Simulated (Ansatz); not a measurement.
```yaml
crystal:
  periodic: [false, false, false]
  atoms:
    - {symbol: B, position_ang: [-1.589275, 0.772624, 1.191285]}
    - {symbol: C, position_ang: [-0.369024, 0.084071, 0.875278]}
    - {symbol: N, position_ang: [0.561230, 0.502806, 0.180503]}
    - {symbol: C, position_ang: [1.046693, -0.056608, -0.800982]}
    - {symbol: C, position_ang: [1.465590, -0.353100, -1.986265]}
    - {symbol: H, position_ang: [-2.419579, 0.160615, 1.844928]}
    - {symbol: H, position_ang: [-1.667069, 1.838946, 0.646777]}
    - {symbol: H, position_ang: [-0.678116, -1.146215, 0.783779]}
    - {symbol: H, position_ang: [0.108495, -0.278271, 1.983653]}
    - {symbol: H, position_ang: [1.074163, 0.053349, -2.737316]}
    - {symbol: H, position_ang: [2.114443, -1.039787, -2.184567]}
basis:
  gaussian: {orbitals: ANO-RCC-VTZP}
hamiltonian: {xc: {name: RPBE}}
relax: {f_tol: 0.001, max_steps: 3}
output: {forces: true}
```

```sh
$ ansatz run in.yaml --threads 2 --pin off --events-out ev --progress --plain --max-ram 4352MiB
```

Shortened log:

```
Functional definition: RPBE
1480 factors; their error is unknown
mean field evaluation 1: about -5360.1532 eV, gradient 8.0e1 eV
mean field evaluation 2: about -5333.3218 eV, gradient 1.2e2 eV
mean field evaluation 4: about -5373.8749 eV, gradient 2.0e1 eV
mean field evaluation 8: about -5374.8669 eV, gradient 1.6e-1 eV
mean field evaluation 16: about -5374.8287 eV, gradient 7.8e-3 eV
mean field -5374.82870218 eV, -197.5213116152 hartree, gradient 1.0e-5 eV, S^2 0.000000; 0 other end points of the search recorded, 0 dependent functions left out
reference -5374.82877254 eV, -197.5213142012 hartree; 18, 18 occupied and 216, 216 virtual orbitals, 1480 factors
relax step   1: F+E_penalty+E_count = -5374.82870218 eV  Δ(F+E_penalty+E_count) = +0.000e0 eV  max|allowed force component| = 8.722e0 eV/Å  Δτ_max = 0.0000 Å  (35 SCF iters, accepted)
1480 factors; their error is unknown
mean field -5377.18847047 eV, -197.6080315005 hartree, gradient 2.4e-5 eV, S^2 0.000000; 0 other end points of the search recorded, 0 dependent functions left out
reference -5377.18854223 eV, -197.6080341377 hartree; 18, 18 occupied and 216, 216 virtual orbitals, 1480 factors
relax step   2: F+E_penalty+E_count = -5377.18847047 eV  Δ(F+E_penalty+E_count) = -2.360e0 eV  max|allowed force component| = 4.597e0 eV/Å  Δτ_max = 0.1942 Å  (41 SCF iters, accepted)
1480 factors; their error is unknown
mean field -5377.64014486 eV, -197.6246302281 hartree, gradient 2.4e-5 eV, S^2 0.000000; 0 other end points of the search recorded, 0 dependent functions left out
reference -5377.64021746 eV, -197.6246328961 hartree; 18, 18 occupied and 216, 216 virtual orbitals, 1480 factors
relax step   3: F+E_penalty+E_count = -5377.64014486 eV  Δ(F+E_penalty+E_count) = -4.517e-1 eV  max|allowed force component| = 1.119e0 eV/Å  Δτ_max = 0.1947 Å  (41 SCF iters, accepted)
Error: geometry relaxation did not converge after 3 steps: max|allowed force component| = 1.12e0 eV/Å (threshold 1.0e-3). Raise `relax.max_steps` over both its present limit and 3, loosen `relax.f_tol`, or start from a geometry closer to equilibrium. Where this run's directory can be resumed (`checkpoint.write`), a resume goes on for up to `relax.max_steps` more
```

Problem. What is wrong with this run?

Solution. The relaxation is allowed too few steps for its threshold. The calculation stopped without meeting its thresholds.
